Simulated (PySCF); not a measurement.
C₅H₁₁BOS₂: full NMR table

- Formula: C5H11BOS2
- SMILES: CC(C)O[C@H]1CSBS1
- Point group of the computed structure: C1
- Carbon signals: 5
- Proton signals: 7

Atoms are numbered as in `[CH3:1][CH:2]([CH3:3])[O:4][C@H:5]1[CH2:6][S:7][BH:8][S:9]1` (H(Xn): hydrogen on atom n). Ha(C6) is cis to O4 on the ring; Hb(C6) is trans to O4 on the ring.

Averaged over atoms made equivalent by symmetry, fast rotation or ring inversion, isolated molecule, non-relativistic Hamiltonian, a single conformation. σ from GIAO-B3LYP/pcSseg-1; geometry from PBE0-D3(BJ)/def2-SVP; PySCF 2.14.

Referencing at the same level of theory: 1H and 13C vs TMS; BF3·OEt2 for 11B; 17O vs H2O; CS2 for 33S.

```tsv
carbon	δC, type	δH (multiplicity)	HMBC from (2–3 bonds)	span of the C tensor (ppm)
C1	22.4, CH3	1.40 (d)	H(C2), H(C3)	37
C2	81.0, CH	3.29 (m)	H(C5), H(C1), H(C3)	81
C3	25.7, CH3	1.21 (d)	H(C2), H(C1)	46
C5	106.0, CH	5.17 (m)	H(B8), H(C2), Ha(C6), Hb(C6)	105
C6	45.5, CH2	Ha(C6) 2.94 (m); Hb(C6) 2.91 (m)	H(B8), H(C5)	61
```

Other nuclei:
```
atoms  nucleus                                              environment  δ (ppm)  σ (ppm)
H(B8)       1H  hydrogen on a boron bonded to 2 S, in a 5-membered ring     6.44    24.94
   B8      11B             boron bonded to 2 S, H, in a 5-membered ring     62.8     35.0
   O4      17O                                             ether oxygen    111.5    222.6
   S9      33S              sulfur bonded to C, B, in a 5-membered ring      151    334.1
   S7      33S              sulfur bonded to C, B, in a 5-membered ring       63    422.8
```

- δC 106.0: sp3 CH bonded to O and S; pulled downfield by the heteroatom.
- δC 81.0: sp3 CH bonded to O; the inductive effect lowers its shielding.
- δC 25.7, 22.4: methyl carbon; saturated and bonded to C and H only.
- δH 5.17: hydrogen on an sp3 CH bonded to O and S; its carbon carries O, an electronegative neighbour.
- δH 3.29: hydrogen on an sp3 CH bonded to O; its carbon carries O, which withdraws density.

Hydrogens on boron are broadened and split by 11B (spin 3/2, 80 %) and 10B (spin 3). Shifts are as computed. Against solution values, carbons near 30 ppm lie about +2 ppm off and those near 130 ppm about +6 ppm. Of 1211 compounds with measured shifts, 218 miss one by over three times the rms of a fit or turn the order of signals round; such compounds aren't used in these exercises. Experimental scales use liquid or dissolved standards, which lie at an offset from isolated H2O (liquid H2O: subtract about 36 ppm). No couplings were computed; multiplicities are counted from neighbouring protons, with m where these are inequivalent, close in shift, in a saturated or five-membered ring or joined by F or P, and br s for small geminal =CH2 splittings.
